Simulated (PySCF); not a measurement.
# What a mistake does to a calculation on B2CFH5

All numbers below are calculated, not measured. They come from PySCF 2.14.0, an open-source quantum chemistry program, on an isolated molecule that a program drew, which may never have been made. The molecule is B2CFH5 (charge 0, singlet), drawn as the SMILES string `BCBF`.

Each row is a Hartree-Fock (HF) and frozen-core CCSD(T) single point in the cc-pVDZ basis, meant for a local HF minimum. Run 1 is clean. Each other run has one planted mistake out of seven kinds, and not every kind appears here: one electron removed, one electron added, multiplicity raised by two, geometry at a saddle point, minimal basis STO-3G, one bond length entered in bohr, all coordinates scaled. The reference is restricted for singlets and unrestricted otherwise, and also for a bond in bohr. Adding or removing an electron swaps singlet and doublet. Electrons count all cores. HOMO and LUMO are orbital energies over both spins, the gradient is its largest component, and the lowest frequency (negative if imaginary) is given only where the gradient is small. Bond lengths are over the 8 bonds as drawn. T1 is the CCSD diagnostic: over 0.02 (restricted) or 0.045 (unrestricted) a single reference is doubtful.

Geometry of the clean run:
```xyz
9
B2CFH5, angstrom
B    -0.2778   -0.9912   -0.8877
C    -0.2117    0.4535   -0.2679
B    -0.9625    1.5215   -1.1321
F    -0.2915    2.5400   -1.6696
H    -1.3447   -1.4927   -1.1229
H     0.7151   -1.6196   -1.1313
H    -0.8218    0.3744    0.6489
H     0.7976    0.7730   -0.0054
H    -2.1418    1.4838   -1.3516
```

| run | electrons | basis functions | <S^2> | HOMO (eV) | LUMO (eV) | gradient (hartree/bohr) | lowest frequency (cm^-1) | mean bond (Å) | longest bond (Å) | T1 | HF (hartree) | CCSD(T) (hartree) | mistake |
|---|---|---|---|---|---|---|---|---|---|---|---|---|---|
| 1 | 30 | 81 | 0.000 | -12.34 | 2.11 | 1.0e-05 | 63 | 1.2836 | 1.573 | 0.0133 | -189.63658 | -190.18534 | no fault |
| 2 | 29 | 81 | 0.773 | -19.16 | -9.70 | 8.7e-02 | - | 1.2836 | 1.573 | 0.0424 | -189.22859 | -189.76588 | one electron removed |
| 3 | 30 | 81 | 0.000 | -12.42 | 2.45 | 7.7e-02 | - | 1.2015 | 1.473 | 0.0124 | -189.60007 | -190.14158 | ? |
| 4 | 31 | 81 | 0.762 | 0.50 | 8.51 | 3.5e-02 | - | 1.2836 | 1.573 | 0.0191 | -189.58612 | -190.15597 | ? |

**Which mistake was planted in run 3, and what did it cost?**

The mean and the longest bond both change by the same factor, 0.936, and the gradient is no longer small. So the mistake is: all coordinates scaled. Subtracting run 1 and multiplying by 627.51 kcal/mol a hartree, the energy moved by 22.9 kcal/mol in HF and 27.5 kcal/mol in CCSD(T).

**Which mistake was planted in run 4, and what did it cost?**

It counts 31 electrons, one more than the clean run, at the same geometry and basis. So the mistake is: one electron added. Subtracting run 1 and multiplying by 627.51 kcal/mol a hartree, the energy moved by 31.7 kcal/mol in HF and 18.4 kcal/mol in CCSD(T).

Cautions from the logs. Run 4: the HOMO is above zero, so the electron isn't bound and the energy depends on the basis.
